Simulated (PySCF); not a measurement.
**InB: one state, many levels of theory**

State: ³Π (triplet), unpaired electrons σ ↑, π ↑. Set-up: In cc-pVDZ-PP with ECP28, B cc-pVDZ; scalar-relativistic core potentials (PySCF 2.14). De refers to In + B in their high-spin ground configurations, without counterpoise correction. The functionals are run spin-unrestricted. A positive dipole means In(−)B(+).

```tsv
Level	Re (Å)	ωe (cm⁻¹)	De (eV)	μ (D)	CPU s a point (SCF and correlation, without the integrals)
UHF	2.444	390	0.92	-1.80	0.093
UHF-MP2	2.428	404	1.36	n/a	0.15
UHF-SCS-MP2	2.434	401	1.20	n/a	n/a
UHF-CCSD	2.448	381	1.26	n/a	n/a
UHF-CCSD(T)	2.450	377	1.34	n/a	3.1
PBE	2.464	350	1.91	-1.75	0.62
PBEsol	2.436	364	2.07	-1.63	0.44
r²SCAN	2.437	373	1.87	-1.62	0.88
TPSSh	2.450	367	1.72	-1.82	0.99
PBE0	2.433	377	1.75	-1.82	1
r²SCAN0	2.419	389	1.72	-1.67	0.97
CAM-B3LYP	2.419	386	1.51	-1.86	1
```

Which functional lies closest to UHF-CCSD(T) in De, which farthest, and by how much do they differ from it?

Closest is CAM-B3LYP (-3.1 pm in Re, +2.4 % in ωe, +0.17 eV in De against UHF-CCSD(T) in the same basis), farthest PBEsol (-1.4 pm in Re, -3.4 % in ωe, +0.73 eV in De). CCSD(T) converges more slowly with the basis than the functionals do and binds too weakly in this one, so the order can change at the basis-set limit.

What does a quarter of exact exchange do here, going from PBE to PBE0?

PBE0 less PBE: -3.1 pm in Re, +7.7 % in ωe, -0.16 eV in De. Exact exchange removes part of the self-interaction that spreads semilocal densities, and in most molecules shortens and stiffens the bond and lowers De; so it does here.

What does the triples do here, going from UHF-CCSD to UHF-CCSD(T)?

UHF-CCSD(T) less UHF-CCSD: +0.2 pm in Re, -1.0 % in ωe, +0.08 eV in De. Correlation nearly always deepens the well. The bond lengthens, as in strong covalent bonds, where excitations into antibonding orbitals dominate.

Correlated steps freeze 5 core orbitals. Correlated levels converge slowly with the basis: in double zeta they bind strong bonds too weakly, by up to about 1 eV, and carry superposition errors of some tenths. Spin–orbit coupling is left out, which matters for elements this heavy, above all for dissociation energies. The state is the lowest determinant that a PBE0 search found; another state may lie lower at other levels.

The whole job (state search and all levels along the bond) took about 2.4 min on 1 thread of Arm Neoverse N1 (shared host), peak memory 0.44 GiB.
